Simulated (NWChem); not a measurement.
System: C$_{3}$H$_{8}$Si; SMILES [SiH3]C1CC1

```xyz
12

Si     0.0513    -1.4280     0.0000
C     -0.5711     0.3324     0.0000
C      0.1733     1.4134    -0.7465
C      0.1733     1.4134     0.7465
H     -0.4154    -2.1730    -1.2113
H      1.5490    -1.4072     0.0000
H     -0.4154    -2.1730     1.2113
H     -1.6628     0.4345     0.0000
H     -0.4186     2.1728    -1.2650
H      1.1012     1.1484    -1.2635
H      1.1012     1.1484     1.2635
H     -0.4186     2.1728     1.2650
```
Atoms are numbered in this order, from 1.

Computed with NWChem. Coordinates come from a PBE0/def2-SVP optimisation. Level: PBE0/def2-SVP with SMD (1 M gas to 1 M solution), gas-phase geometry. Reactions with the solvent are ignored.

For solvent toluene:

```
Quantity                                     Result
-------------------------------------------  ------
solvation free energy (kcal/mol)               -2.9
cavity-dispersion-structure term (kcal/mol)    -2.0
dipole in solution (D)                         1.06
```

Q: How do the values read with solvent water instead?

A: The solvation free energy (kcal/mol) comes out as 1.4 and the cavity-dispersion-structure term (kcal/mol) is 3.0. The dipole in solution (D) is 1.18.
